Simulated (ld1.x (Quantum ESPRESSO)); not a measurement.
**Plane-wave convergence, TM potential for zinc (Zn)**

| Property | Result |
| --- | --- |
| Element | zinc (Zn) |
| Generator | ld1.x (Quantum ESPRESSO) 7.5 |
| Type | norm-conserving Troullier–Martins (Kleinman–Bylander form) |
| Functional | PBEsol |
| Relativity | scalar-relativistic |
| Frozen core | [Ar] |
| Valence charge | 12 |
| Reference configuration | 3d10 4s1 4p0 (charge +1) |
| Partial waves | 4s (bound): rc 1.75 bohr; 4p (bound, empty): rc 2.05 bohr; 3d (bound): rc 1.40 bohr |
| Local potential | the d channel |
| Core correction | a·sin(br)/r model core inside 0.65 bohr |

The pseudo-atom Hamiltonian at the reference potential is diagonalised in spherical Bessel functions j_l(qr) that vanish at 20 bohr, with q² up to the cutoff. All-electron valence levels (Ry): 4s -1.0278, 4p -0.5666, 3d -1.4547.

**Question.** How do the lowest levels (Ry) of each channel move with the cutoff, and are there ghosts?

**Answer.**

| cutoff (Ry) | s #1 | s #2 | s #3 | p #1 | p #2 | d #1 | d #2 | f #1 | f #2 | Σ f·Δε (mRy) |
| --- | --- | --- | --- | --- | --- | --- | --- | --- | --- | --- |
| 8 | -1.0220 | -0.3791 | -0.2059 | -0.5646 | -0.1626 | -0.1930 | -0.0676 | -0.0490 | 0.0515 | 12623.2 |
| 21 | -9.6123 | -1.0246 | -0.2586 | -0.5666 | -0.1627 | -0.2031 | -0.0726 | -0.0490 | 0.0515 | 12519.2 |
| 50 | -17.7363 | -1.0278 | -0.2588 | -4.4240 | -0.5666 | -0.5061 | -0.1362 | -0.0490 | 0.0515 | 9485.6 |
| 90 | -18.8361 | -1.0278 | -0.2589 | -6.3292 | -0.5666 | -1.3754 | -0.1638 | -0.0490 | 0.0515 | 793.0 |
| 180 | -18.8524 | -1.0279 | -0.2590 | -6.4527 | -0.5666 | -1.4543 | -0.1649 | -0.0490 | 0.0515 | 4.0 |
| 350 | -18.8533 | -1.0279 | -0.2590 | -6.4537 | -0.5666 | -1.4547 | -0.1649 | -0.0490 | 0.0515 | 0.1 |
| 400 | -18.8533 | -1.0279 | -0.2590 | -6.4537 | -0.5666 | -1.4547 | -0.1649 | -0.0490 | 0.0515 | 0.0 |

Result: ghost states, extra bound levels that the all-electron valence spectrum of the same l lacks: s at -256.5 eV, p at -87.8 eV (a true bound ghost makes a file unfit for plane-wave use); 10 mRy is reached at 140 Ry and 1 mRy at 260 Ry.

Its largest configuration-test error is -1102 meV.
